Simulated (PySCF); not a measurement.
Working out the ionisation energy of Zn⁺

Zn⁺ [Ar] 3d10 4s1 (2S) → Zn²⁺ [Ar] 3d10 (1S). Computed with PySCF 2.14 in Sapporo-DKH3-DZP-2012, with the spin-free X2C one-electron Hamiltonian (Gaussian nucleus). Frozen: [Ar]. Energies in hartree (1 hartree = 27.21139 eV):

```
            part   Zn⁺ (lower)  Zn²⁺ (upper)
             UHF  -1793.937757  -1793.312998
CCSD correlation     -0.368856     -0.343649
             (T)     -0.006973     -0.005688
```

**Question.** What does Hartree-Fock give?

**Answer.** (-1793.312998) − (-1793.937757) = 0.624759 hartree = 17.001 eV.

**Question.** What do CCSD and CCSD(T) give?

**Answer.** The CCSD correlation energies differ by 0.025207 hartree = 0.686 eV and the triples by 0.001285 hartree = 0.035 eV, so CCSD gives 17.687 eV and CCSD(T) 17.722 eV.

Measured between the centres of the two terms (NIST): 17.964 eV, so CCSD(T) (valence) is off by -0.242 eV.

A double-zeta basis recovers only part of the correlation energy.

What remains against the reference includes basis incompleteness, the frozen core and higher excitations.
